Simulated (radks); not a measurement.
Task: The mean radii <r> (bohr) of the occupied orbitals of an atom or ion are listed with their occupations. Calculated with a radial shooting solver on a logarithmic mesh with Libxc functionals: scalar-relativistic Kohn-Sham, PBE, spin-unpolarised, spherical densities, point nucleus.

orbital  occ.      <r>
1s          2  0.02232
2s          2  0.09507
2p          6  0.08386
3s          2   0.2480
3p          6   0.2461
3d         10   0.2235
4s          2   0.5262
4p          6   0.5436
4d          3   0.5551

Name the element and its charge.

Result: Z = 63, europium, charge +24: Eu24+ in [Kr] 4d3. The 1s radius gives Z: for a bare nucleus <r> = (2 gamma + 1)/(2Z) with gamma = sqrt(1 - (Z/c)^2), 0.02203 bohr for Z = 63, and screening makes it slightly larger (0.02232 here). The occupations add up to 39, and the charge is Z minus that.
